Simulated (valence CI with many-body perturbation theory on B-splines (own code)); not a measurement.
Values are calculated unless marked as measured or tabulated.
# Mo¹⁸⁺: magnetic and hyperfine properties of the levels

Level of theory: valence CI with perturbative core correlation (CI+MBPT): six valence electrons over a frozen Dirac-Fock core [Ar], a basis of 7 s, 7 p, 8 d, 6 f, 4 g, 1 h functions for each j, with the one-electron correlation potential Σ1, the two-electron term Σ2, the three-electron term Σ3, Breit, model QED; selected CI, second order for the rest, scaled by the run's own slope (own B-spline code, finite nucleus).

No measured levels were compared; by estimate terms of the open shell hold to 2 to 4 % of their energy, and close levels can change places. Core correlation moves these levels by up to 9500 cm⁻¹, and in measured spectra 5 to 20 % of such shifts remained as error; rates that hang on mixing are uncertain with them. Among the levels kept, up to 710 cm⁻¹ of a level comes from second order outside the variational space, and about a tenth of that is noise between levels of different J, which matters for small intervals. Only levels of the ground parity were solved; by the run's estimate the other parity begins above the list, which can be wrong where configurations are misplaced.

A/g_I is the dipole constant over the nuclear g factor μ/I (μ in nuclear magnetons, uniformly magnetised nucleus), B/Q the quadrupole constant per barn. Both hold the static response of the core; the bare values leave it out. Large factors of s and p1/2 electrons are usually good to 5 to 10 %; those of open d and f shells near neutrality can be off by tens of per cent, and small factors of p3/2, d and f electrons come from cancelling terms and can be off by a factor of two or in sign, in half-filled shells by more. B is blank for J = 1/2, where it vanishes, and for nearly pure S terms. Energies count from the lowest level. Levels with J = 0 are left out.

Names give the largest LS component (configuration and term), which can be under half, so a name can repeat, a term be missing and a line seem to break the LS rules; names also repeat where a configuration has a term twice. Letters in brackets count levels of one name in rising energy.

| Level | E (eV) | g | A/g_I (MHz) | A/g_I bare | B/Q (MHz/b) | B/Q bare |
| --- | --- | --- | --- | --- | --- | --- |
| 3d⁶ ⁵D_4 | 0.000 | 1.475 | 3120 | 3500 | 8350 | 8580 |
| 3d⁶ ⁵D_3 | 1.982 | 1.484 | 2060 | 2450 | 1890 | 1950 |
| 3d⁶ ⁵D_2 | 2.409 | 1.480 | 2460 | 2850 | -1860 | -1900 |
| 3d⁶ ⁵D_1 | 3.181 | 1.486 | 2150 | 2530 | -2820 | -2890 |
| 3d⁶ ³F_4 [a] | 7.935 | 1.047 | 4900 | 4980 | 4180 | 4290 |
| 3d⁶ ³P_2 [a] | 8.745 | 1.455 | 1670 | 2040 | -1750 | -1790 |
| 3d⁶ ³H_6 | 8.915 | 1.148 | 5580 | 5730 | -4970 | -5100 |
| 3d⁶ ³H_5 | 9.182 | 1.097 | 5280 | 5390 | 1780 | 1830 |
| 3d⁶ ³F_3 [a] | 10.544 | 1.004 | 6270 | 6310 | 3820 | 3910 |
| 3d⁶ ³F_2 [a] | 10.933 | 0.732 | 8220 | 8080 | -1460 | -1500 |
| 3d⁶ ³H_4 | 11.500 | 1.002 | 5710 | 5750 | -1070 | -1100 |
| 3d⁶ ³G_5 | 12.867 | 1.132 | 5640 | 5770 | -3830 | -3920 |
| 3d⁶ ³P_1 [a] | 13.142 | 1.199 | 3460 | 3640 | 444 | 460 |
| 3d⁶ ³G_4 | 13.432 | 1.056 | 6470 | 6550 | -497 | -511 |
| 3d⁶ ³G_3 | 14.232 | 0.864 | 7330 | 7280 | -672 | -688 |
| 3d⁶ ³D_2 | 14.298 | 1.153 | 5240 | 5390 | 2980 | 3070 |
| 3d⁶ ¹I_6 | 15.011 | 1.014 | 6400 | 6450 | -8170 | -8380 |
| 3d⁶ ³D_3 | 15.024 | 1.297 | 3920 | 4170 | -2030 | -2080 |
| 3d⁶ ³D_1 | 15.322 | 0.825 | 6560 | 6480 | 988 | 1010 |
| 3d⁶ ¹G_4 [a] | 17.213 | 1.013 | 6660 | 6710 | 2960 | 3050 |
| 3d⁶ ¹D_2 [a] | 18.529 | 1.025 | 5980 | 6040 | -3250 | -3350 |
| 3d⁶ ¹F_3 | 19.083 | 1.018 | 6520 | 6570 | -9290 | -9540 |
| 3d⁶ ³P_1 [b] | 22.189 | 1.482 | 1250 | 1630 | -186 | -196 |
| 3d⁶ ³F_4 [b] | 23.427 | 1.217 | 4910 | 5110 | -11500 | -11800 |
| 3d⁶ ³F_2 [b] | 23.724 | 0.684 | 9290 | 9110 | -6280 | -6440 |
| 3d⁶ ³F_3 [b] | 25.328 | 1.070 | 5870 | 5960 | -9400 | -9660 |
| 3d⁶ ³P_2 [b] | 25.541 | 1.454 | 3280 | 3640 | -5930 | -6090 |
| 3d⁶ ¹G_4 [b] | 26.937 | 1.025 | 5930 | 5990 | -4510 | -4620 |
| 3d⁶ ¹D_2 [b] | 34.644 | 0.999 | 6520 | 6560 | 10200 | 10400 |

**Question.** Take the isotope of mass number 97, with I = 5/2, μ = -0.9324 μN and Q = 0.255 b. What is the hyperfine structure of 3d⁶ ³F_4 [a]?

**Answer.** From the table A = -1830 MHz, B = 1070 MHz. Shifts from the centre of gravity in MHz: F = 3/2: 23400, F = 5/2: 18500, F = 7/2: 11800, F = 9/2: 3340, F = 11/2: -6660, F = 13/2: -18000.
